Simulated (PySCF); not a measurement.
**Exercise with solution: oscillator strength and radiative lifetime**

Zn(H)(NH2) (H3NZn), SMILES [NH2][ZnH].

Geometry: PBE0-D3(BJ)/def2-TZVP.

TDDFT-B3LYP/def2-TZVPD (PySCF 2.14.0) puts the first singlet state with f over 0.02 at 5.11 eV (vertical), with the transition dipole (-0.292, 0.655, 0.000) in atomic units.

Problem. Find the oscillator strength, the wavelength and the radiative lifetime that this transition would have in vacuum if emission retraced absorption.

Solution. 
|μ|² = 0.5143 au, so |μ| = 1.82 D. ΔE = 5.11/27.211 = 0.1878 hartree. f = (2/3) ΔE |μ|² = 0.064 (the program prints 0.064).
λ = 1239.84/5.11 = 243 nm; ν = 41215 cm⁻¹.
Einstein's coefficient A = 0.6670 ν² f s⁻¹ (ν in cm⁻¹) = 7.3e7 s⁻¹, so τ = 1/A = 14 ns. This state is S2; the lower singlet has f = 0.000. The figure is the radiative limit of this one transition; relaxation, internal conversion, crossing to triplets and a medium change what is measured.
